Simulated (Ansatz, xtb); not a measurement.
# Ranking isomers of H9NSSi3

5 gas-phase structures of H9NSSi3, from a drawn sample of its isomers (lower ones may exist). Each was relaxed with GFN2-xTB; where two conformers were screened, the lower at r2SCAN-D4/def2-SVP is listed:

A. `N[SiH2][SiH2][SiH2]S`, a singlet
B. `N[Si]([SiH3])([SiH3])S`, a singlet
C. `N[SiH2][Si@@H]([SiH3])S`, a singlet
D. `N[Si@@H]([SiH3])[SiH2]S`, a singlet
E. `N[Si@@H](S)[SiH2][SiH3]`, a singlet

Question: Make a reasoned guess at their ranking by r2SCAN-D4/def2-SVP single-point energy.

Answer: Calculated order at r2SCAN-D4/def2-SVP: E (0.0), B (1.1), C (2.4), A (3.4), D (3.6) kcal/mol. Less than 1 kcal/mol parts A and D, so the order within that pair means little.

Energies above the lowest of each column, in kcal/mol; the last columns are at B3LYP-D3(BJ)/def2-SVP geometries:

```
structure  GFN2-xTB  HF/STO-3G  r2SCAN-D4/def2-SVP  B3LYP-D3(BJ)/def2-SVP
        E       1.0        0.0                 0.0                    0.0
        B       1.3        2.2                 1.1                    2.1
        C       0.9        1.7                 2.4                    2.6
        A       0.3        2.2                 3.4                    4.4
        D       0.0        2.4                 3.6                    3.4
```

B3LYP-D3(BJ)/def2-SVP puts E lowest; GFN2-xTB picks D. B3LYP-D3(BJ)/def2-SVP orders those it was run on as E (0.0), B (2.1), C (2.6), D (3.4), A (4.4) kcal/mol. Less than 1 kcal/mol parts B and C; C and D; D and A, so the order within those pairs means little. Flexible structures stand in one conformer each, not always the lowest. Frequencies (GFN2-xTB) were run for A, B, D, E alone.

Over these structures GFN2-xTB departs from r2SCAN-D4/def2-SVP by 1.6 kcal/mol on average once a common shift is removed. A GFN2-xTB relaxation took about 1.2 s and the r2SCAN-D4/def2-SVP energy about 10 s on a shared host (Ansatz 0.2.0, xtb 6.7.1).
